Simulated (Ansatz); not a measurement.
The cluster Sr₂S₂, relaxed as a triplet with UKS B3LYP-D4/def2-TZVP in Ansatz, starting from the B3LYP-D4/def2-TZVP geometry of the neutral singlet. Force threshold 0.02 eV/Å.

In the def2 sets Sr takes a core potential; there is no spin–orbit coupling. The relaxation made no stability test and no search for a lower SCF solution. At B3LYP-D4/def2-TZVP a singlet of charge 0 lies 1.87 eV below the triplet, each at its own geometry. The structure comes from a short search, and lower isomers may exist.

Start:

```xyz
4

Sr    1.581    0.535    0.715
Sr   -1.581   -0.538   -0.712
S    -0.961    1.229    1.206
S     0.961   -1.227   -1.208
```

Problem. Estimate the energy that the relaxation releases and the steps that it takes.

Solution. 10.8 kcal/mol, in 9 steps; 26 s on 4 threads of Arm Neoverse V2 on a shared host. The force fell under the threshold at step 6, but the optimiser went on. No frequencies were taken in this run, so the end may be a saddle point.

Problem. Does the start keep its bonding and symmetry?

Solution. By distances, no bond broke or formed. The bond that changes most is Sr1–S3, from 2.68 to 2.73 Å (atoms count from 1). Point group D2h at the start, C2v at the end, both within 0.05 Å.

Problem. Predict the relaxed structure.

Solution. 
```xyz
4

Sr    1.8792    0.5612    0.9254
Sr   -1.8931   -0.7184   -0.7766
S    -0.7973    1.1063    0.9353
S     0.8111   -0.9491   -1.0842
```
Bond lengths (bridged metal pairs left out): 4 × S–Sr 2.73 Å.
